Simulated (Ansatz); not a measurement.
Reactions of CH₉NOSi₂ (`C[Si](N)(O)[SiH3]`).

Isolated molecules relaxed with PBE0-D4/def2-TZVP in Ansatz; ΔE leaves out vibrations. CCSD(T)/CBS is the MP2 limit (def2-TZVPP, def2-QZVPP) plus CCSD(T) − MP2 in def2-TZVPP, frozen cores. This one scheme is used for every species. Functionals use def2-TZVPP. For Br, Ge outer-core shells are correlated without core-valence functions, which leaves a few kJ/mol of doubt a bond. Scalar relativity is left out up to krypton. One conformer a species, not always the lowest.

| reaction | HF/CBS(def2) (kcal/mol) | PBE0-D4 (kcal/mol) | CCSD/CBS(def2) (kcal/mol) |
| --- | --- | --- | --- |
| `C[Si](N)(O)[SiH3]` → `OC([SiH3])N[SiH3]` | 62.2 | 64.6 | 65.3 |
| `C[Si](N)(O)[SiH3]` + HCl → `C[Si](N)(O)Cl` + SiH₄ | -36.1 | -29.0 | -31.5 |
| `C[Si](N)(O)[SiH3]` + HBr → `C[Si](N)(O)Br` + SiH₄ | -34.3 | -28.3 | -30.8 |
| `C[Si](N)(O)[SiH3]` + `[OH][GeH2][OH]` → `[OH][GeH2][O][SiH3]` + `C[SiH](N)O` | -34.9 | -22.3 | -27.9 |
| `C[Si](N)(O)[SiH3]` + `[AlH3]` → `N[Si](O)([AlH2])[SiH3]` + CH₄ | 4.8 | -0.3 | 2.5 |
| `C[Si](N)(O)[SiH3]` → `N[SiH2]OC[SiH3]` | 21.1 | 29.6 | 27.1 |
| `C[Si](N)(O)[SiH3]` + CH₃OH → `CO[Si](C)(N)O` + SiH₄ | -36.5 | -27.2 | -31.5 |
| `C[Si](N)(O)[SiH3]` → `CO[SiH2][SiH2]N` | 26.9 | 31.3 | 31.4 |

Task: Give the CCSD(T)/CBS values in the same order. (Best estimate.)

Result: Computed: 65.1, -31.0, -30.4, -26.9, 2.0, 27.6, -30.9, 31.8 kcal/mol.

Largest T1 diagnostic: 0.013, for `N[Si](O)([AlH2])[SiH3]`.
